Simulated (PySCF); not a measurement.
C3H5FOSi, SMILES C#C[Si@H](O)CF. Geometry: PBE0-D3(BJ)/def2-SVP. The structure was generated by enumeration; whether it is a known compound was not checked. Other conformers were not sampled.

**Question.** Give the equilibrium geometry at PBE0-D3(BJ)/def2-SVP (PySCF confirms it by a frequency run) as Cartesian coordinates in Å. (Estimate from the structure and the level; the computed values follow.)

**Answer.** One answer among several that fit: 
```xyz
11

C      2.5258     0.6577    -0.8569
C      1.3377     0.5474    -0.6158
Si    -0.4528     0.3818    -0.2447
O     -0.9949     1.6704     0.6570
C     -0.7593    -1.1287     0.8439
F     -0.4464    -2.2746     0.1416
H      3.5762     0.7498    -1.0713
H     -1.1729     0.2502    -1.5420
H     -0.7497     2.5520     0.3621
H     -1.8173    -1.1680     1.1595
H     -0.1443    -1.0785     1.7595
```
